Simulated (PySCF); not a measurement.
Compound: C4H6O2S.
Bonds: C1–C2 (double), C2–S3, S3–O4 (double), S3–O5 (double), S3–C6, C6–C7 (double). Hydrogens: H8, H9 on C1; H10 on C2; H11 on C6; H12, H13 on C7.

The geometry is computed with GFN2-xTB (gas phase).

Task: List the bond lengths, angles and torsions at this level.

Result: 
```csv
bond,length (bohr),order
"C1=C2, C6=C7",2.482,double
"C2–S3, S3–C6",3.401,single
"S3=O4, S3=O5",2.718,double
"C1–H8, C7–H12",2.038,single
"C1–H9, C7–H13",2.038,single
"C2–H10, C6–H11",2.032,single
```

Bonds in one row agree within 0.02 bohr and their mean is given. Orders are formal, as drawn. A selection of angles:
```csv
angle,degrees
C2–C1–H8,119.1
C2–C1–H9,123.3
H8–C1–H9,117.6
C1–C2–S3,119.9
C1–C2–H10,126.3
S3–C2–H10,113.9
C2–S3–O4,108.7
C2–S3–O5,108.4
C2–S3–C6,102.6
O4–S3–O5,118.7
```

Dihedral angles: C1–C2–S3–O4 5° (synperiplanar); C2–S3–C6–C7 -110° (anticlinal). The mirror-image conformer, all signs reversed, is as good.

Of the pairs four or more bonds apart, O5···H12 is among the closest relative to their van der Waals radii: 2.46 Å, 90 % of the sum of Bondi's values. S3 (sulfonyl sulfur) is distorted tetrahedral (angles from 102.6° to 118.7°).

Point group: C2 (tolerance 0.08 Å). Whether it is a minimum is left open (no frequencies). One conformer, not necessarily the lowest.
